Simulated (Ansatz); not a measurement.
Cost and result for the atomization energy of `[CH3][AlH][O][SiH2]C` (14 atoms, 13 bonds).

```xyz
14

C     1.9251   -0.9200    1.4219
Al   -0.0014   -1.0528    1.6470
O    -1.0229   -0.3034    0.5346
Si   -1.6534    0.5397   -0.7041
C    -0.3311    1.1079   -1.8895
H     2.2096   -0.7594    0.3787
H     2.4413   -1.8122    1.7873
H     2.3171   -0.0726    1.9962
H    -0.6970   -1.8206    2.8432
H    -2.6338   -0.3173   -1.4286
H    -2.3794    1.7252   -0.1665
H     0.3962    1.7523   -1.3890
H     0.2047    0.2574   -2.3189
H    -0.7750    1.6759   -2.7121
```

The species carries charge 0 and has multiplicity 1. Geometry: relaxed with PBE0-D4/def2-TZVP. It is one conformer, not always the lowest. Program: Ansatz. All runs use 4 threads of an AMD EPYC 9R45 on a shared host. Times are those of one run each, without the atoms' runs, and a repeat can differ threefold. Electronic energies, without spin–orbit coupling; frozen cores. CCSD(T)/CBS adds CCSD(T) − MP2 in def2-TZVPP to the MP2 limit, and its time is that of the two runs behind it. T1 = 0.011. B3LYP takes the VWN-RPA correlation (the form of Gaussian; ORCA's B3LYP/G).

CCSD(T)/CBS is a level of theory with its own doubt, some kJ/mol a heavy atom from the limit and from the frozen cores, so smaller differences don't rank the functionals.

| level | functions | wall time |
| --- | --- | --- |
| PBE-D4/def2-TZVPP (with forces) | 303 | 1.3 s |
| PBE0-D4/def2-TZVPP | 303 | 1.4 s |
| r2SCAN-D4/def2-TZVPP (with forces) | 303 | 1.9 s |
| B3LYP-D4/def2-TZVPP (with forces) | 303 | 2.4 s |
| B2PLYP/def2-TZVPP | 303 | 2.5 s |
| ωB97X-V/def2-TZVPP | 303 | 3.5 s |
| ωB97M-V/def2-TZVPP (with forces) | 303 | 4.9 s |
| MP2/def2-QZVPP | 581 | 11 s |
| CCSD(T)/def2-TZVPP | 303 | 3 min |
| CCSD(T)/CBS(def2) | – | 3.2 min |

(1) What atomization energy does each give, and how far from CCSD(T)/CBS? (Estimate.)

## Answers

(1) The calculation gave: 
| level | atomization (kcal/mol) | difference from CCSD(T)/CBS | per bond |
| --- | --- | --- | --- |
| PBE-D4/def2-TZVPP (with forces) | 1213.5 | -2.5 | -0.2 |
| PBE0-D4/def2-TZVPP | 1203.9 | -12.1 | -0.9 |
| r2SCAN-D4/def2-TZVPP (with forces) | 1215.3 | -0.7 | -0.1 |
| B3LYP-D4/def2-TZVPP (with forces) | 1211.8 | -4.2 | -0.3 |
| B2PLYP/def2-TZVPP | 1200.8 | -15.2 | -1.2 |
| ωB97X-V/def2-TZVPP | 1216.7 | 0.7 | 0.1 |
| ωB97M-V/def2-TZVPP (with forces) | 1216.0 | 0.0 | 0.0 |
| MP2/def2-QZVPP | 1214.6 | -1.4 | -0.1 |
| CCSD(T)/def2-TZVPP | 1187.2 | -28.8 | -2.2 |
| CCSD(T)/CBS(def2) | 1216.0 | 0.0 | 0.0 |

The D4 term adds +10.1 kcal/mol with B3LYP and +5.4 kcal/mol with PBE0; it sums over pairs of atoms, weighted by their polarisabilities, and B3LYP, whose exchange is more repulsive, gets the larger term. From PBE to PBE0 (25 % exact exchange), in def2-TZVPP and without D4, the atomization energy moves by −8.7 kcal/mol: exact exchange takes away binding that semilocal exchange gives to molecules. In def2-TZVPP, CCSD(T) changes the Hartree–Fock value by +260.3 kcal/mol (the triples alone add +12.2 kcal/mol) and MP2 by +270.4 kcal/mol; breaking electron pairs costs correlation energy, which Hartree–Fock lacks.
